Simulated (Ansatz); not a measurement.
`N[Si](O)([SiH3])[SiH3]` + NH₃ → `N[Si](N)([SiH3])[SiH3]` + H₂O  (ligand exchange at the Si–O bond)

Program: Ansatz. Geometries: PBE0-D4/def2-TZVP. ΔE: electronic, gas phase. CCSD(T)/CBS adds triple-zeta CCSD(T) − MP2 to the extrapolated MP2 energy (def2 sets, frozen cores). This one scheme is used for every species. DFT in def2-TZVPP. Each species was taken in one conformer, which may not be the lowest.

| level | ΔE (kcal/mol) |
| --- | --- |
| r2SCAN-D4 | 10.9 |
| PBE0 | 10.3 |

**Question.** What does CCSD(T)/CBS give? (An estimate is asked.)

**Answer.** The calculation gave: +9.8 kcal/mol. The listed levels differ from it by 1.1, 0.5 kcal/mol.

Largest T1 diagnostic among the species: 0.013.

In def2-TZVPP, CCSD(T) changes the Hartree–Fock value by −1.8 kcal/mol (the triples alone add −0.2 kcal/mol) and MP2 by −2.1 kcal/mol. The D4 term adds −1.0 kcal/mol with B3LYP and −0.6 kcal/mol with PBE0; it sums over pairs of atoms, weighted by their polarisabilities, and B3LYP, whose exchange is more repulsive, gets the larger term.

B3LYP here is the variant with VWN-RPA as its local correlation; programs differ in this.
